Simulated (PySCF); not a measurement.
**Electron correlation in Lu (lutetium, neutral)**

[Xe] 4f14 5d1 6s2, 2D determinant. All numbers are calculated (PySCF 2.14, the spin-free X2C one-electron Hamiltonian (Gaussian nucleus), in cc-pVDZ-X2C (8s7p5d3f1g, 84 functions)). Frozen: [Kr] 4d10; 25 electrons correlated.

```json
{"level": "CCSD", "correlation energy (mhartree)": "-911.80"}
{"level": "(T)", "correlation energy (mhartree)": "-26.54"}
{"level": "CCSD(T)", "correlation energy (mhartree)": "-938.34"}
```

Diagnostics: T1 = 0.020, D1 = 0.0968, largest double amplitude 0.085.

Spin-orbit coupling, absent here, splits the open shell strongly.

Cost of the coupled-cluster step: roughly 50 core-seconds, for 25 correlated electrons.

Iterations:

```
CC2 = 0
CCSD nocc = (np.int64(13), np.int64(12)), nmo = (61, 61)
frozen orbitals [[0, 1, 2, 3, 4, 5, 6, 7, 8, 9, 10, 11, 12, 13, 14, 15, 16, 17, 18, 19, 20, 21, 22], [0, 1, 2, 3, 4, 5, 6, 7, 8, 9, 10, 11, 12, 13, 14, 15, 16, 17, 18, 19, 20, 21, 22]]
max_cycle = 100
direct = 0
conv_tol = 1e-08
conv_tol_normt = 1e-06
diis_space = 8
diis_start_cycle = 0
Init t2, MP2 energy = -1.07033659147293
Init E_corr(UCCSD) = -1.07033659149473
cycle = 1  E_corr(UCCSD) = -0.843490792047006  dE = 0.226845799  norm(t1,t2) = 0.155435
cycle = 2  E_corr(UCCSD) = -0.932838172932769  dE = -0.0893473809  norm(t1,t2) = 0.0775325
cycle = 3  E_corr(UCCSD) = -0.912218696690927  dE = 0.0206194762  norm(t1,t2) = 0.0547986
cycle = 4  E_corr(UCCSD) = -0.90796609559737  dE = 0.00425260109  norm(t1,t2) = 0.0159993
cycle = 5  E_corr(UCCSD) = -0.912222867356746  dE = -0.00425677176  norm(t1,t2) = 0.00765516
cycle = 6  E_corr(UCCSD) = -0.912006156099985  dE = 0.000216711257  norm(t1,t2) = 0.00411499
cycle = 7  E_corr(UCCSD) = -0.911730118893766  dE = 0.000276037206  norm(t1,t2) = 0.00191795
cycle = 8  E_corr(UCCSD) = -0.911756266509249  dE = -2.61476155e-05  norm(t1,t2) = 0.000834921
cycle = 9  E_corr(UCCSD) = -0.911813100500854  dE = -5.68339916e-05  norm(t1,t2) = 0.000344771
cycle = 10  E_corr(UCCSD) = -0.91180525484559  dE = 7.84565526e-06  norm(t1,t2) = 0.000133084
cycle = 11  E_corr(UCCSD) = -0.911800013061623  dE = 5.24178397e-06  norm(t1,t2) = 6.68107e-05
cycle = 12  E_corr(UCCSD) = -0.911801357441583  dE = -1.34437996e-06  norm(t1,t2) = 3.86894e-05
cycle = 13  E_corr(UCCSD) = -0.911800123789502  dE = 1.23365208e-06  norm(t1,t2) = 1.46098e-05
cycle = 14  E_corr(UCCSD) = -0.911800678883023  dE = -5.55093521e-07  norm(t1,t2) = 5.67537e-06
cycle = 15  E_corr(UCCSD) = -0.911801090659515  dE = -4.11776492e-07  norm(t1,t2) = 2.83542e-06
cycle = 16  E_corr(UCCSD) = -0.911800846186705  dE = 2.4447281e-07  norm(t1,t2) = 1.32206e-06
cycle = 17  E_corr(UCCSD) = -0.91180077666824  dE = 6.95184642e-08  norm(t1,t2) = 8.87803e-07
cycle = 18  E_corr(UCCSD) = -0.91180083553679  dE = -5.886855e-08  norm(t1,t2) = 4.68782e-07
cycle = 19  E_corr(UCCSD) = -0.911800798160446  dE = 3.73763439e-08  norm(t1,t2) = 2.57462e-07
cycle = 20  E_corr(UCCSD) = -0.911800797269128  dE = 8.91318575e-10  norm(t1,t2) = 1.07015e-07
UCCSD converged
E(UCCSD) = -14559.09098398516  E_corr = -0.9118007972691279
UCCSD(T) correction = -0.0265370442836235
```
